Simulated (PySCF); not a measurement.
C$_{4}$H$_{3}$O (SMILES [c]1ccoc1), doublet (typed; the unrestricted solution is spin-contaminated), at a GFN2-xTB geometry. Base run: PySCF with MP2/6-31G**.

Input for PySCF:
```python
from pyscf import gto, scf, mp

mol = gto.M(
    atom='''
O     0.003210    0.037124    1.100777
C    -0.004705    1.132784    0.306132
C     0.006077   -1.038904    0.290733
C    -0.006685    0.732466   -0.983357
C     0.000199   -0.672687   -1.022982
H    -0.008057    2.094604    0.774367
H     0.012330   -2.003975    0.757835
H     0.000727   -1.309578   -1.881567
''',
    basis='6-31g**',
    charge=0,
    spin=1,
    verbose=4,
)

mf = scf.UHF(mol)
mf.kernel()

pt = mp.MP2(mf)
pt.kernel()
print('E(MP2) = %.10f' % pt.e_tot)
mf.analyze()
```

The base run was repeated with changes; each row names its change, and settings that it needs were set with it.

```tsv
change	ΔE vs base (kcal/mol)	MP2 correlation (Eh)	basis functions	core-seconds (rough)	outcome
base	0.000	-0.65559	85	5	converged
method = cisd	?	-	85	40	converged
method = ccsd(t)	-	-	-	-	cut at the time limit
frozen = 5	7.93	-0.64296	85	4	converged
frozen = 6	?	?	85	4	converged
cart = on	-11.80	-0.67375	90	5	converged
density fitting = JK and correlation	0.078	-0.65564	85	2	converged
method = ccsd	-28.36	-0.65559	85	100	converged
frozen = 4	6.60	-0.64507	85	4	converged
```

Task: Complete the blanks.

Result: 
- method = cisd, ΔE vs base (kcal/mol): 42.34
- frozen = 6, ΔE vs base (kcal/mol): 43.98
- frozen = 6, MP2 correlation (Eh): -0.58550

Open shells are given as the SCF converged; they aren't shown to be the lowest states, and a large step between rows can be another state.
